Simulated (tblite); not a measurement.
Compound: C5H10BrNSi.
Numbering: `[CH3:1]/[N:2]=[CH:3]\[CH:4]=[C:5](\[Br:6])[CH2:7][SiH3:8]` (hydrogens: H9, H10, H11 on C1; H12 on C3; H13 on C4; H14, H15 on C7; H16, H17, H18 on Si8)

Computed with GFN2-xTB (tblite), gas phase: L-BFGS steps from a force-field or distance-geometry start until the largest atomic force falls under 0.01 eV/Å.

Step 0: E = -666.3388 eV
```
atom  x, y, z in Å  |  force x, y, z in eV/Å
C1     -3.3218   -0.0111   -0.6861   -0.444  -0.096   0.084
N2     -2.3533   -1.0244   -0.3656    1.962   0.871   0.591
C3     -1.1457   -0.6783   -0.0347   -1.210   0.291  -0.476
C4     -0.5812    0.6987    0.0333    0.106  -1.310   0.210
C5      0.6728    0.9579    0.4535   -0.196  -0.900   0.147
Br6     1.2356    2.7613    0.4982    0.171   0.365  -0.059
C7      1.7089   -0.0165    0.9507   -0.914   0.466   0.923
Si8     2.9593   -0.6052   -0.3107    0.817  -0.506  -1.252
H9     -4.2840   -0.4954   -0.8964    0.242  -0.113   0.050
H10    -3.4965    0.6797    0.1545    0.189  -0.061  -0.249
H11    -3.0452    0.5494   -1.5828    0.081   0.105   0.100
H12    -0.4663   -1.5002    0.2013   -0.283   0.229  -0.106
H13    -1.2400    1.5011   -0.2548    0.052   0.061  -0.037
H14     1.2231   -0.8990    1.3861   -0.101   0.147  -0.176
H15     2.2514    0.4348    1.7976   -0.117   0.062  -0.299
H16     3.8885   -1.5740    0.3253   -0.300   0.304  -0.050
H17     3.7382    0.5296   -0.8595   -0.233  -0.215   0.173
H18     2.2477   -1.3020   -1.4283    0.179   0.299   0.425
```

Step 1: E = -666.4434 eV
```
atom  x, y, z in Å  |  force x, y, z in eV/Å
C1     -3.3282   -0.0125   -0.6849    0.137  -0.081   0.034
N2     -2.3253   -1.0120   -0.3572   -1.089   0.239  -0.255
C3     -1.1630   -0.6741   -0.0415    1.446   0.382   0.328
C4     -0.5797    0.6800    0.0363   -0.112  -0.246   0.028
C5      0.6699    0.9450    0.4556   -0.224  -0.550   0.166
Br6     1.2380    2.7665    0.4973    0.070   0.151  -0.079
C7      1.6958   -0.0099    0.9639   -0.199   0.049   0.142
Si8     2.9710   -0.6124   -0.3286    0.214  -0.158  -0.472
H9     -4.2806   -0.4970   -0.8957    0.108  -0.257   0.037
H10    -3.4938    0.6789    0.1509    0.122  -0.016  -0.155
H11    -3.0441    0.5510   -1.5813    0.021   0.031   0.162
H12    -0.4704   -1.4970    0.1998   -0.367   0.312  -0.141
H13    -1.2392    1.5019   -0.2553    0.325  -0.287   0.070
H14     1.2217   -0.8969    1.3836   -0.184  -0.011  -0.059
H15     2.2497    0.4357    1.7933   -0.026   0.165  -0.090
H16     3.8842   -1.5696    0.3246   -0.191   0.193  -0.010
H17     3.7349    0.5265   -0.8571   -0.122  -0.085   0.084
H18     2.2503   -1.2977   -1.4222    0.071   0.167   0.210
```

Step 2: E = -666.4804 eV
```
atom  x, y, z in Å  |  force x, y, z in eV/Å
C1     -3.3283   -0.0140   -0.6841    0.119   0.044  -0.036
N2     -2.3313   -1.0050   -0.3580    0.114   0.256   0.066
C3     -1.1489   -0.6678   -0.0392   -0.092  -0.012  -0.061
C4     -0.5807    0.6711    0.0376   -0.082   0.132  -0.016
C5      0.6661    0.9338    0.4585   -0.033  -0.164   0.193
Br6     1.2397    2.7701    0.4960   -0.006  -0.025  -0.088
C7      1.6892   -0.0072    0.9698    0.096  -0.161  -0.147
Si8     2.9774   -0.6167   -0.3403   -0.049   0.028  -0.049
H9     -4.2781   -0.5009   -0.8950    0.063  -0.253   0.028
H10    -3.4914    0.6784    0.1478    0.070   0.054  -0.075
H11    -3.0434    0.5518   -1.5787    0.005   0.048   0.122
H12    -0.4765   -1.4918    0.1975   -0.145   0.076  -0.066
H13    -1.2346    1.4984   -0.2545    0.308  -0.319   0.067
H14     1.2188   -0.8964    1.3821   -0.184  -0.078  -0.005
H15     2.2489    0.4382    1.7908    0.006   0.187  -0.021
H16     3.8803   -1.5657    0.3243   -0.116   0.116   0.023
H17     3.7322    0.5244   -0.8552   -0.047   0.011   0.025
H18     2.2520   -1.2942   -1.4176   -0.026   0.061   0.039
```

Question: Estimate the geometry and energy of step 3. (The exact step hangs on the optimiser's Hessian estimate; all steps are aligned on step 2, rigid shifts and turns removed.)

Answer: E = -666.4902 eV, largest force 0.237 eV/Å
```
atom  x, y, z in Å  |  force x, y, z in eV/Å
C1     -3.3266   -0.0137   -0.6844    0.012   0.037  -0.015
N2     -2.3301   -0.9990   -0.3569    0.060   0.091   0.038
C3     -1.1477   -0.6664   -0.0398   -0.128   0.049  -0.056
C4     -0.5822    0.6707    0.0377    0.156   0.001   0.070
C5      0.6646    0.9282    0.4623   -0.048  -0.022   0.120
Br6     1.2400    2.7706    0.4943   -0.021  -0.080  -0.080
C7      1.6889   -0.0090    0.9691    0.130  -0.177  -0.087
Si8     2.9784   -0.6175   -0.3443   -0.094   0.076   0.060
H9     -4.2764   -0.5060   -0.8943    0.115  -0.204   0.036
H10    -3.4897    0.6791    0.1458    0.042   0.077  -0.043
H11    -3.0432    0.5528   -1.5761    0.013   0.077   0.048
H12    -0.4803   -1.4893    0.1959   -0.060  -0.017  -0.036
H13    -1.2286    1.4925   -0.2533    0.144  -0.117   0.001
H14     1.2151   -0.8975    1.3816   -0.136  -0.064  -0.003
H15     2.2487    0.4418    1.7898   -0.017   0.128  -0.062
H16     3.8774   -1.5629    0.3245   -0.081   0.080   0.039
H17     3.7308    0.5240   -0.8543   -0.021   0.047   0.003
H18     2.2520   -1.2923   -1.4157   -0.066   0.018  -0.032
```

The energy changes by -0.0098 eV. The first-order estimate −F·Δx gives -0.0134 eV and the mean of the old and new forces, exact on a quadratic surface, -0.0098 eV. The step makes an angle of 27° with the force vector and moves no atom by more than 0.008 Å.

The cost below is that of the whole relaxation. The run took 1.3 s wall on an Arm Neoverse N1 with one thread, shared host with 64 logical CPUs at a one-minute load of 60.
